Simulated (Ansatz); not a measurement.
A nudged elastic band was laid between two geometries of BrH3Si + H4Si (10 atoms, charge 0, multiplicity 1).

All numbers below come from Ansatz 0.2.0, RKS B3LYP-D4/def2-SVP.

```json
{
  "movable images": "7",
  "climbing image": "yes",
  "spring": "5.0 eV/Å²",
  "optimiser": "quadratic models (default)",
  "start path": "straight line",
  "force threshold": "0.05 eV/Å",
  "iteration limit": "60",
  "end points": "relaxed"
}
```

Initial state:

```xyz
10
Properties=species:S:1:pos:R:3
Si -1.977 0.100 -0.538
Br -1.570 -2.101 -0.413
H -1.533 0.595 -1.868
H -1.222 0.785 0.544
H -3.437 0.323 -0.363
H 1.210 -0.896 1.405
Si 1.948 0.056 0.530
H 3.382 -0.343 0.441
H 1.346 0.048 -0.834
H 1.854 1.433 1.097
```

Final state:

```xyz
10
Properties=species:S:1:pos:R:3
Si -1.206 0.839 0.063
Br -0.417 -2.805 -0.968
H -1.730 0.399 -1.261
H -1.557 2.280 0.254
H -1.868 0.048 1.141
H 0.652 -2.955 -0.033
Si 1.138 0.587 0.176
H 1.508 -0.671 0.890
H 1.738 0.549 -1.190
H 1.742 1.729 0.926
```

(1) What changes between the two ends?

(2) Give the energies along the band, and the barrier.

(3) What is the geometry of the highest image?

The band took 18 iterations and roughly 8 core-minutes.

## Answers

(1) Bonds broken: Si1–Br2, H6–Si7. Bonds formed: Si1–Si7, Br2–H6. BrH3Si + H4Si becomes BrH + H6Si2.

(2) It converged. The highest image is number 4 of 0 to 8, 2.46 eV above the first end and 1.63 eV above the last; the last end lies 0.83 eV above the first. Neighbouring images differ by up to 1.5 eV, so the band resolves the path poorly. The order of the stationary point at the top wasn't checked. The orbitals stay closed-shell, which can raise the energy where a bond breaks towards radicals; this wasn't checked here.

```tsv
image	path coordinate (Å)	energy (eV)	Si1–Br2 (Å)	H6–Si7 (Å)	Si1–Si7 (Å)
0	0.00	0.00	2.24	1.49	4.07
1	1.31	0.01	2.24	1.49	4.27
2	2.62	0.08	2.24	1.48	4.01
3	3.94	0.99	2.32	1.47	3.33
4	5.25	2.46	2.86	1.73	2.64
5	6.25	1.24	3.36	2.35	2.39
6	7.24	0.85	3.85	2.89	2.36
7	8.24	0.83	3.99	3.31	2.36
8	9.24	0.83	3.87	3.58	2.36
```

(3) 
```xyz
10
Properties=species:S:1:pos:R:3
Si -1.223 0.242 -0.233
Br -0.854 -2.587 -0.146
H -1.662 -0.003 -1.621
H -0.815 1.694 -0.178
H -2.118 0.023 0.920
H 0.050 -0.843 0.016
Si 1.369 0.251 0.258
H 2.277 -0.905 0.468
H 1.723 1.030 -0.955
H 1.252 1.098 1.472
```

Time of the run: 4.1 min on 2 threads of AMD EPYC 7B13 (Zen 3), with other jobs on the host, peak memory 0.26 GiB.
